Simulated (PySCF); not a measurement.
A structure optimised at B3LYP-D3(BJ)/def2-SVP, used in a PySCF frequency run:

```xyz
7

N      1.9560     0.2823     0.0000
Si     0.2761     0.0324     0.0000
Cl    -0.5037     0.8942     1.6964
Cl    -0.5037     0.8942    -1.6964
Cl    -0.3197    -1.9486     0.0000
H      2.5007     0.1462     0.8457
H      2.5007     0.1462    -0.8457
```
Charge 0, spin multiplicity 1.

Problem. Write its SMILES, formula and point group.

Solution. N[Si](Cl)(Cl)Cl, Cl3H2NSi, Cs

Problem. What are its rotational constants (standard atomic weights)?

Solution. 1.7914, 1.7126, 1.2699 GHz
